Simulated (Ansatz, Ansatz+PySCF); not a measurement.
```yaml
atoms:
  - { symbol: Be, position_ang: [0.0000, 0.0000, -0.5162] }
  - { symbol: H, position_ang: [0.0000, 0.0000, 2.0650] }
```

Basis set: 6-31G (spherical functions). All electrons are correlated. Correlation on ROHF uses semicanonical orbitals with singles. Charge 0, multiplicity 2.

Computed with Ansatz (development build ahead of 0.2.0); each method stands on the lowest determinant of its kind that the runs found.

Task: Give the atomization energy at this shape (free ground-state atoms in the same class of orbitals less the molecule, no zero-point energy) of doublet BeH by PBE0 (unrestricted), ROHF-CCSD(T), ROHF-MP2, UHF-MP2, UHF, ROHF.

Result:

```tsv
method	atomization energy
PBE0 (unrestricted)	0.25 eV
ROHF-CCSD(T)	0.01 eV
ROHF-MP2	-0.04 eV
UHF-MP2	0.04 eV
UHF	0.15 eV
ROHF	-0.07 eV
```

Caution for PBE0 (unrestricted): charge can spread falsely over distant fragments. Caution for ROHF-CCSD(T), ROHF-MP2, UHF-MP2: bonds are stretched, where a single reference can fail. Caution for UHF-MP2, UHF: the unrestricted determinant is spin contaminated. Caution for UHF: a free atom is spin contaminated.

This basis has no polarisation functions and is too small for such energies, which can lie far from measured ones in either direction.
